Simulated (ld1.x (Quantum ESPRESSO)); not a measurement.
**What one change does to a pseudopotential (tin, ultrasoft)**

ld1.x (Quantum ESPRESSO) 7.5 input, shortened:

```
&input
   title='Sn', zed=50., rel=1, dft='PZ', iswitch=3,
   config='[Kr] 4d10 5s1 5p3 5d-2'
 /
 &inputp
   pseudotype=3, tm=.true., lloc=-1, rcloc=2.40,
   nlcc=.false.
 /
6
5S  1  0   1.00   0.00  1.50  1.80  0.0
5S  1  0   0.00   1.25  1.50  1.80  0.0
5P  2  1   3.00   0.00  1.90  2.60  0.0
5P  2  1   0.00   4.15  1.90  2.60  0.0
5D  3  2  -2.00  -0.05  2.00  2.60  0.0
5D  3  2  -2.00   2.45  2.00  2.60  0.0
 &test
   configts(1)='5s1 5p3'
 /
```

Change: waves 5d channel at -0.05 Ry: rcut 1.62, rcutus 1.72 bohr; 5d channel at 2.45 Ry: rcut 1.62, rcutus 1.72 bohr.

Cutoffs: the cutoffs (Ry, on a coarse ladder) from which the occupation-weighted sum of valence levels, in a spherical-Bessel basis at the reference potential, stays within 10 and 1 mRy of its value at 400 Ry; they do not see the model core or the augmentation charge, which bear on the density cutoff. Errors are all-electron minus pseudo energies relative to the spin-unpolarised reference configuration.

**Question.** How do hardness, ghosts and transferability respond?

**Answer.** The potential gets neither clearly harder nor softer (10 Ry and 15 Ry → 10 Ry and 15 Ry); the bound ghosts move from s to d, s; the errors of the 9 common tests hardly move.

```tsv
quantity	base	changed
cutoff, loose	10 Ry	10 Ry
cutoff, tight	15 Ry	15 Ry
bound ghosts	s	s, d
error for 5s2 5p2, meV [ΔE -7.07 eV]	+18	+18
error for 5s2 5p1, meV [ΔE 0.02 eV]	+26	+26
error for 5s2 5p0, meV [ΔE 14.29 eV]	+66	+66
error for 5s1 5p0, meV [ΔE 45.74 eV]	+238	+238
error for 5s2 5p1.5, meV [ΔE -4.36 eV]	+21	+21
error for 5s2 5p2.3, meV [ΔE -7.97 eV]	+17	+17
error for 5s1 5p2, meV [ΔE 7.76 eV]	+5.1	+5.1
error for 5s1 5p3 (spin-polarised), meV [ΔE -2.09 eV]	+843	+843
error for 5s2 5p2 (spin-polarised), meV [ΔE -7.55 eV]	+96	+96
s: phases at 2.84 bohr within 0.05 rad from the reference energy up to (Ry; the scan ends near 5)	to the end of the scan	to the end of the scan
p: phases at 2.84 bohr within 0.05 rad from the reference energy up to (Ry; the scan ends near 5)	to the end of the scan	to the end of the scan
d: phases at 2.84 bohr within 0.05 rad from the reference energy up to (Ry; the scan ends near 5)	0.5	0.7
lowest overlap eigenvalue by channel	s 0.67, p 0.74, d 0.92	s 0.67, p 0.74, d 0.62
```

 A true bound ghost makes a file unfit for plane-wave use even where its test errors are small: the radial tests pick states by their node count and pass the ghost by.
